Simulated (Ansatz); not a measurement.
The first iterations of a band of a periodic cell of 17 atoms, TiSi16 (host Si, host structure diamond, interstitial Ti).

Theory: DFT PBE-D3(BJ), scalar-relativistic, plane waves, PAW (Ansatz 0.2.0). Settings: PAW set soft_1, cutoff 420 eV, k mesh 2x2x2, fermi-dirac smearing 0.02 eV, no spin polarisation.

```
movable images  : 5
climbing image  : yes
spring          : 2.0 eV/Å²
optimiser       : quadratic models (default)
start path      : IDPP
force threshold : 0.03 eV/Å
iteration limit : 36
end points      : relaxed
```

Image 0:

```xyz
17
Lattice="0.0000 5.4300 5.4300 5.4300 0.0000 5.4300 5.4300 5.4300 0.0000" Properties=species:S:1:pos:R:3
Si 0.001 0.038 0.041
Si 1.356 1.437 1.439
Si 2.753 2.791 0.031
Si 4.121 4.096 1.411
Si 2.753 0.032 2.793
Si 4.122 1.410 4.100
Si 5.458 2.753 2.756
Si 6.802 4.095 4.094
Si 0.055 2.757 2.754
Si 1.356 4.070 4.072
Si 2.753 5.476 2.717
Si 4.154 6.879 4.058
Si 2.752 2.715 5.478
Si 4.153 4.061 6.879
Si 5.495 5.470 5.468
Si 6.801 6.843 6.845
Ti 2.760 5.470 5.469
```

Image 6:

```xyz
17
Lattice="0.0000 5.4300 5.4300 5.4300 0.0000 5.4300 5.4300 5.4300 0.0000" Properties=species:S:1:pos:R:3
Si -0.025 0.050 0.058
Si 1.320 1.386 1.402
Si 2.658 2.731 0.060
Si 4.025 4.112 1.363
Si 2.662 0.048 2.745
Si 4.034 1.359 4.116
Si 5.431 2.713 2.716
Si 6.784 4.109 4.121
Si -0.022 2.730 2.741
Si 1.281 4.111 4.109
Si 2.622 5.513 2.706
Si 4.031 6.855 4.113
Si 2.635 2.711 5.515
Si 4.038 4.107 6.869
Si 5.437 5.508 5.523
Si 6.743 6.838 6.827
Ti 4.030 4.115 4.114
```

| iteration | highest image above the first end (eV) | largest band force component (eV/Å) |
| --- | --- | --- |
| 1 | 2.458 | 3.729 |
| 2 | 1.858 | 1.019 |

Q: Does the band converge within its limit, and where does its top end?

A: The forces met the threshold. It ended after 6 iterations with the highest image 1.709 eV above the first end. By the program's own check the climbing image is a first-order saddle point (lowest curvatures found: -4.32 and 0.13 eV/Å²). Limits of this set-up: coarse k mesh, a small cell, in which the defect meets its images.

The run took 7.6 min on 1 thread of Arm Neoverse V1, on a shared host, peak memory 0.91 GiB.
